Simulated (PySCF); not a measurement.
# Iodine: a sound run and one with changed settings

Sound run: I [Kr] 4d10 5s2 5p5, I+ [Kr] 4d10 5s2 5p4. Computed with PySCF 2.14 in cc-pVTZ-PP with ECP28MDF (5s4p3d1f, 39 functions), with scalar relativity through the core potential. In the sound run the correlated levels freeze 4s2 4p6 4d10 outside the core potential. The sound run starts from symmetry-adapted Hartree-Fock orbitals and uses a fine grid where one is needed.

Changed run: a valence shell is frozen. This setting is unsound on purpose.

| species | method | sound run (hartree) | changed run (hartree) | converged |
| --- | --- | --- | --- | --- |
| I | MP2 | -294.77440 | -294.73080 | yes |
| I | CCSD(T) | -294.79661 | -294.74097 | yes |
| I+ | MP2 | -294.39673 | -294.34978 | yes |
| I+ | CCSD(T) | -294.41709 | -294.35785 | yes |

Ionisation energy of I:

```json
{"method": "UHF", "sound run (eV)": "9.574", "changed run (eV)": "9.574"}
{"method": "MP2", "sound run (eV)": "10.277", "changed run (eV)": "10.368"}
{"method": "SCS-MP2", "sound run (eV)": "10.277", "changed run (eV)": "10.421"}
{"method": "CCSD", "sound run (eV)": "10.297", "changed run (eV)": "10.388"}
{"method": "CCSD(T)", "sound run (eV)": "10.327", "changed run (eV)": "10.425"}
```

Freezing a valence shell removes pair correlation that changes on ionisation.

For comparison, NIST gives 10.451 eV between the lowest levels.
